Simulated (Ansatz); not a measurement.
The cluster Mn₂O₄⁺, relaxed as a doublet with UKS PBE-D4/def2-SVP in Ansatz, starting from the GFN2-xTB geometry. Force threshold 0.02 eV/Å.

The charge 1 doublet is spin-contaminated (final ⟨S²⟩ up to 2.66, 0.75 for a pure state). The relaxation made no stability test and no search for a lower SCF solution. No other spin state of charge 1 was run. Another isomer (doublet) lies 2.60 eV lower at PBE0-D4/def2-TZVP; other spin states weren't run for this one.

Start:

```xyz
6

Mn    0.3121    0.4099    1.3843
Mn   -0.4022   -0.4412   -0.7366
O    -1.1001    0.4933   -1.5930
O     1.3363    1.3971    1.6120
O     0.5574   -1.2600   -1.4457
O    -0.7035   -0.5991    0.7790
```

```tsv
step	energy (eV)	largest force component (eV/Å)	SCF passes
1	-70783.0788	10.089	148
2	-70785.2163	4.376	60
3	-70785.8821	1.488	59
4	-70786.1099	0.870	61
5	-70786.1937	1.824	53
6	-70786.3208	1.700	45
7	-70786.6140	0.805	46
8	-70786.6608	0.959	44
9	-70786.7067	0.599	45
10	-70786.7326	0.118	43
11	-70786.7386	0.233	41
12	-70786.7394	0.173	40
13	-70786.7444	0.085	45
14 (rejected)	-70786.7295	0.949	45
15	-70786.7512	0.056	46
16	-70786.7533	0.441	45
17	-70786.7684	0.085	47
18	-70786.7760	0.422	46
19	-70786.7845	0.052	47
20	-70786.7863	0.019	48
21 (rejected)	-70786.7831	0.392	51
22	-70786.7867	0.017	44
23 (rejected)	-70786.7862	0.199	50
24	-70786.7871	0.028	42
25	-70786.7871	0.089	43
26	-70786.7873	0.039	39
27	-70786.7873	0.005	42
```

Force components are those of the run's own axes.

End:

```csv
atom,x (Å),y (Å),z (Å)
Mn1,0.696,0.333,2.010
Mn2,-0.330,-0.550,-1.100
O3,-0.822,0.747,-1.799
O4,0.503,1.873,2.122
O5,-0.337,-1.915,-1.838
O6,0.290,-0.488,0.604
```

By distances, no bond broke or formed. The bond that changes most is Mn2–O6, from 1.55 to 1.81 Å (atoms count from 1).

The force fell under the threshold at step 20, but the optimiser went on. No frequencies were taken in this run, so the end may be a saddle point.

It took 76 s on 4 threads of Arm Neoverse V2 on a shared host.
